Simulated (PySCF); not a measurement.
A calculated (PBE, PySCF 2.14, x2c-TZVPPall, the spin-free X2C one-electron Hamiltonian (Gaussian nucleus)) atom or ion has these occupied shells.

```json
{"shell": "1s α", "electrons": "1", "orbital energy (eV)": "-41730.9", "rms radius, mean of both spins (bohr)": "0.0275"}
{"shell": "1s β", "electrons": "1", "orbital energy (eV)": "-41730.9", "rms radius, mean of both spins (bohr)": "0.0275"}
{"shell": "2s α", "electrons": "1", "orbital energy (eV)": "-6725.0", "rms radius, mean of both spins (bohr)": "0.112"}
{"shell": "2s β", "electrons": "1", "orbital energy (eV)": "-6724.9", "rms radius, mean of both spins (bohr)": "0.112"}
{"shell": "2p α", "electrons": "3", "orbital energy (eV)": "-6026.5", "rms radius, mean of both spins (bohr)": "0.0997"}
{"shell": "2p β", "electrons": "3", "orbital energy (eV)": "-6026.5", "rms radius, mean of both spins (bohr)": "0.0997"}
{"shell": "3s α", "electrons": "1", "orbital energy (eV)": "-1462.1", "rms radius, mean of both spins (bohr)": "0.291"}
{"shell": "3s β", "electrons": "1", "orbital energy (eV)": "-1461.6", "rms radius, mean of both spins (bohr)": "0.291"}
{"shell": "3p α", "electrons": "3", "orbital energy (eV)": "-1240.2", "rms radius, mean of both spins (bohr)": "0.291"}
{"shell": "3p β", "electrons": "3", "orbital energy (eV)": "-1239.6", "rms radius, mean of both spins (bohr)": "0.291"}
{"shell": "3d α", "electrons": "5", "orbital energy (eV)": "-924.59", "rms radius, mean of both spins (bohr)": "0.269"}
{"shell": "3d β", "electrons": "5", "orbital energy (eV)": "-924.15", "rms radius, mean of both spins (bohr)": "0.269"}
{"shell": "4s α", "electrons": "1", "orbital energy (eV)": "-301.50", "rms radius, mean of both spins (bohr)": "0.660"}
{"shell": "4s β", "electrons": "1", "orbital energy (eV)": "-299.96", "rms radius, mean of both spins (bohr)": "0.660"}
{"shell": "4p α", "electrons": "3", "orbital energy (eV)": "-228.64", "rms radius, mean of both spins (bohr)": "0.701"}
{"shell": "4p β", "electrons": "3", "orbital energy (eV)": "-227.09", "rms radius, mean of both spins (bohr)": "0.701"}
{"shell": "4d α", "electrons": "5", "orbital energy (eV)": "-123.45", "rms radius, mean of both spins (bohr)": "0.779"}
{"shell": "4d β", "electrons": "5", "orbital energy (eV)": "-121.89", "rms radius, mean of both spins (bohr)": "0.779"}
{"shell": "5s α", "electrons": "1", "orbital energy (eV)": "-48.638", "rms radius, mean of both spins (bohr)": "1.57"}
{"shell": "5s β", "electrons": "1", "orbital energy (eV)": "-47.379", "rms radius, mean of both spins (bohr)": "1.57"}
{"shell": "5p α", "electrons": "3", "orbital energy (eV)": "-30.490", "rms radius, mean of both spins (bohr)": "1.83"}
{"shell": "5p β", "electrons": "3", "orbital energy (eV)": "-29.298", "rms radius, mean of both spins (bohr)": "1.83"}
{"shell": "4f α", "electrons": "2", "orbital energy (eV)": "-13.453", "rms radius, mean of both spins (bohr)": "1.18"}
{"shell": "5d α", "electrons": "1", "orbital energy (eV)": "-9.320", "rms radius, mean of both spins (bohr)": "2.97"}
{"shell": "6s α", "electrons": "1", "orbital energy (eV)": "-9.037", "rms radius, mean of both spins (bohr)": "4.12"}
```

(1) Name the element and its charge.

Answers

(1) Pr⁺ (praseodymium, charge +1), in [Xe] 4f2 5d1 6s1, one real determinant (an excited configuration).
